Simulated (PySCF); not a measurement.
**What an electron can do to InH**

PBE in PySCF with def2-TZVPPD on every atom (core potentials on In), for the lowest determinant that a PBE0 search found; no spin–orbit coupling.

| species | state (unpaired electrons) | Re (Å) | ωe (cm⁻¹) | energy of the minimum from the neutral (eV) | De (eV) | dissociates to |
| --- | --- | --- | --- | --- | --- | --- |
| InH | singlet (closed shell) | 1.872 | 1390 | 0.00 | 2.66 | In + H |
| InH⁺ | doublet (σ ↑) | 1.898 | 927 | 7.95 | 0.30 | In⁺ + H |

Problem. Work out the lowest energy to break InH into atoms, from its vibrational ground state.

Solution. D0 = De − ωe/2 = 2.66 − 0.09 = 2.57 eV (PBE/def2-TZVPPD).

Problem. Work out the ionisation energy of the In atom at this level and the threshold of dissociative ionisation.

Solution. IE(In) = 7.95 + 0.30 − 2.66 = 5.59 eV, so In⁺ + H + e⁻ appears at D0 + IE(In) = 8.16 eV (PBE/def2-TZVPPD). The measured IE(In) is 5.786 eV (NIST ASD).

These are thermodynamic thresholds; the onsets seen under electron impact lie higher where the geometry changes, and cross-sections peak well above them.

Weak bonds: InH⁺. Basis-set superposition, not corrected here, can be much of De in a small basis, most of all at correlated wavefunction levels. Functionals without a dispersion term scatter widely for such bonds, and LDA overbinds them. These are scalar-relativistic numbers at best; spin–orbit coupling would shift them, the dissociation energy most. For an ion De counts to the pair picked by the measured ionisation energies or electron affinities, which need not be the lowest pair at this level. States were picked by a PBE0 search and need not be the measured ground states.
